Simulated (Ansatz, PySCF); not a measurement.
Molecule: C$_{3}$H$_{9}$Si (charge 0, doublet). It need not be the lowest isomer of its formula. SMILES: C[Si](C)C
Coordinates optimised at B3LYP-D3(BJ)/def2-TZVP (Ansatz, an electronic-structure program):
```xyz
13

C     -0.8521     1.4972    -0.4999
Si     0.0757     0.1268     0.4047
C      1.7245    -0.2103    -0.4467
C     -0.9666    -1.4447     0.4429
H     -1.0560     1.1966    -1.5338
H     -1.8079     1.7151    -0.0204
H     -0.2706     2.4203    -0.5286
H      2.2834    -0.9962     0.0641
H      1.5567    -0.5348    -1.4798
H      2.3488     0.6844    -0.4745
H     -1.1720    -1.7866    -0.5777
H     -1.9243    -1.2757     0.9381
H     -0.4524    -2.2512     0.9685
```
Charge 0, spin multiplicity 2.

Quantity: vertical ionisation energy (to the singlet state of charge +1; each state is the SCF solution reached for its spin; the molecule has degenerate orbitals, so one determinant may break the symmetry), in eV. Correlated levels leave the core frozen unless marked. Open shells are spin-unrestricted. No spin-orbit coupling. No relativistic terms. 

```
level                    program  vertical ionisation energy (eV)
-----------------------  -------  -------------------------------
r2SCAN/def2-TZVPD         Ansatz                             7.35
B3LYP/def2-TZVPD          Ansatz                             7.28
BHLYP/def2-TZVPD          Ansatz                             7.27
RI-MP2/aug-cc-pV(T+d)Z    Ansatz                             7.27
SCS-MP2/aug-cc-pV(D+d)Z   Ansatz                             7.14
CCSD/aug-cc-pV(D+d)Z      Ansatz                             7.25
```

For comparison, minus the highest occupied orbital energy (PySCF): 5.25 eV at PBE0/def2-TZVPD, 6.13 eV at M06-2X/def2-TZVPD, 8.11 eV at HF/def2-TZVPD.
